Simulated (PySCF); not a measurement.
# Computed records: CH5BOSi, C2H7NSi, C2H4BO, C2H6BSi

Calculation on a computer-drawn molecule: the log of a Hartree-Fock and frozen-core CCSD(T) single point meant for a local Hartree-Fock minimum, with one planted fault or none, to be diagnosed. Offsets are logged minus clean, where the clean run is the same molecule without the fault. The reference is restricted for singlets and unrestricted otherwise, and also for a bond in bohr or an excited solution. Adding or removing an electron swaps singlet and doublet. The excited solution moves the top pair (singlet) or top alpha electron (doublet) to the lowest empty orbital. Highest occupied and lowest empty are orbital energies over both spins, largest force is the largest gradient component, triples share is (T) over the correlation energy, the T1 limit is 0.02 restricted and 0.045 unrestricted, electrons count all cores, a negative frequency is imaginary (commonest isotopes), and the dipole is about the centre of nuclear charge. Program: PySCF 2.14.0.

Common to all runs: logged SCF converged yes; logged CC converged yes; logged SCF stable within its kind yes; possible faults no fault, one electron removed, one electron added, multiplicity raised by two, geometry at a saddle point, SCF held on an excited solution, minimal basis STO-3G, one bond length entered in bohr, all coordinates scaled.

(1) 
```xyz
9
formula=CH5BOSi meant_charge=0 meant_multiplicity=1 meant_basis=cc-pV(D+d)Z logged_electrons=38 logged_basis_functions=90 logged_spin_squared=0 logged_highest_occupied=-8.2477 logged_lowest_empty=1.1947 logged_largest_force=0.049022 logged_T1_diagnostic=0.017989 logged_D1_diagnostic=0.060844 logged_triples_share=0.029131 logged_dipole_magnitude=2.1869 logged_energy_HF=-429.21141 logged_energy_CCSD(T)=-429.77983 planted_fault=all_coordinates_scaled,by_+6.2_% HF_energy_offset_from_clean_run=16.38 CCSD(T)_energy_offset_from_clean_run=9.691
C      1.4376    -1.5778     1.6890
B      0.9643    -1.8919     0.1078
Si     0.1240    -3.8058    -0.6052
O     -1.6091    -3.4527    -0.6406
H      1.1887    -0.4891     2.0116
H      1.0388    -2.3122     2.4938
H      2.6044    -1.6497     1.7014
H      1.2312    -0.9774    -0.7566
H     -1.9760    -2.5536    -0.3850
```

Units: logged_highest_occupied, logged_lowest_empty in eV; logged_largest_force in hartree/bohr; logged_dipole_magnitude in debye; logged_energy_HF, logged_energy_CCSD(T) in hartree; HF_energy_offset_from_clean_run, CCSD(T)_energy_offset_from_clean_run in kcal/mol.

Drawn bonds:
```tsv
atom	other atom	order
1	2	1
2	3	1
3	4	1
1	5	1
1	6	1
1	7	1
2	8	1
4	9	1
```

(2) 
```xyz
11
formula=C2H7NSi meant_charge=0 meant_multiplicity=1 meant_basis=cc-pV(D+d)Z logged_electrons=41 logged_basis_functions=100 logged_spin_squared=0.7722 logged_highest_occupied=-0.76783 logged_lowest_empty=8.1698 logged_largest_force=0.023897 logged_T1_diagnostic=0.01232 logged_D1_diagnostic=0.042947 logged_triples_share=0.028902 logged_dipole_magnitude=6.9345 logged_energy_HF=-423.12576 logged_energy_CCSD(T)=-423.75449 planted_fault=one_electron_added HF_energy_offset_from_clean_run=0.9574 CCSD(T)_energy_offset_from_clean_run=-4.509
C      0.6313    -1.4580    -0.5314
C     -0.7744    -0.8744    -0.3040
N     -1.3288    -0.1684    -1.4583
Si    -0.8931     0.2514     1.2547
H      0.6435    -2.0905    -1.4250
H      1.3737    -0.6679    -0.6891
H      0.9618    -2.0673     0.3128
H     -1.4521    -1.7120    -0.0866
H     -1.2944    -0.7494    -2.2811
H     -0.7818     0.6497    -1.6728
H     -0.5420    -0.8448     2.2481
```

Units: logged_highest_occupied, logged_lowest_empty in eV; logged_largest_force in hartree/bohr; logged_dipole_magnitude in debye; logged_energy_HF, logged_energy_CCSD(T) in hartree; HF_energy_offset_from_clean_run, CCSD(T)_energy_offset_from_clean_run in kcal/mol.

Drawn bonds:
```tsv
atom	other atom	order
1	2	1
2	3	1
2	4	1
1	5	1
1	6	1
1	7	1
2	8	1
3	9	1
3	10	1
4	11	1
```

(3) 
```xyz
8
formula=C2H4BO meant_charge=-1 meant_multiplicity=1 meant_basis=aug-cc-pVDZ logged_electrons=30 logged_basis_functions=128 logged_spin_squared=0 logged_highest_occupied=-1.8422 logged_lowest_empty=3.7962 logged_largest_force=1.177e-05 logged_lowest_frequency=131.43 logged_T1_diagnostic=0.015296 logged_D1_diagnostic=0.04517 logged_triples_share=0.036589 logged_dipole_magnitude=3.5537 logged_energy_HF=-177.65983 logged_energy_CCSD(T)=-178.29173 planted_fault=no_fault HF_energy_offset_from_clean_run=0 CCSD(T)_energy_offset_from_clean_run=0
C      0.6804     1.1782    -2.0684
C      0.9207     0.5284    -0.7197
B      0.1057     0.7364     0.4634
O     -0.5880     0.9138     1.4697
H     -0.1967     1.8341    -2.0407
H      0.4934     0.4566    -2.8805
H      1.5179     1.8069    -2.4125
H      1.7740    -0.1417    -0.6532
```

Units: logged_highest_occupied, logged_lowest_empty in eV; logged_largest_force in hartree/bohr; logged_lowest_frequency in cm⁻¹; logged_dipole_magnitude in debye; logged_energy_HF, logged_energy_CCSD(T) in hartree; HF_energy_offset_from_clean_run, CCSD(T)_energy_offset_from_clean_run in kcal/mol.

Drawn bonds:
```tsv
atom	other atom	order
1	2	1
2	3	2
3	4	1
1	5	1
1	6	1
1	7	1
2	8	1
```

(4) 
```xyz
10
formula=C2H6BSi meant_charge=0 meant_multiplicity=2 meant_basis=cc-pV(D+d)Z logged_electrons=36 logged_basis_functions=95 logged_spin_squared=0 logged_highest_occupied=-13.359 logged_lowest_empty=-7.0402 logged_largest_force=0.038332 logged_T1_diagnostic=0.023342 logged_D1_diagnostic=0.091982 logged_triples_share=0.033792 logged_dipole_magnitude=6.1198 logged_energy_HF=-392.46365 logged_energy_CCSD(T)=-392.95952
C     -0.8711     1.6779     0.0437
C     -0.8173     0.2031    -0.2733
B     -1.0787    -0.4413    -1.4831
Si    -1.3951    -1.5349    -3.0684
H      0.1021     2.0395     0.3871
H     -1.1596     2.2725    -0.8244
H     -1.5916     1.8803     0.8410
H     -0.5362    -0.4484     0.5551
H     -2.7806    -1.6635    -3.5623
H     -0.4341    -1.4390    -4.1853
```

Units: logged_highest_occupied, logged_lowest_empty in eV; logged_largest_force in hartree/bohr; logged_dipole_magnitude in debye; logged_energy_HF, logged_energy_CCSD(T) in hartree.

Drawn bonds:
```tsv
atom	other atom	order
1	2	1
2	3	2
3	4	1
1	5	1
1	6	1
1	7	1
2	8	1
4	9	1
4	10	1
```

Notes: T1 above single-reference limit.

Question: Give the missing planted fault for C2H6BSi (entry 4).
Answer: one electron removed

Further results for C2H6BSi (entry 4):

* HF energy offset from clean run: 184 kcal/mol
* CCSD(T) energy offset from clean run: 192.6 kcal/mol
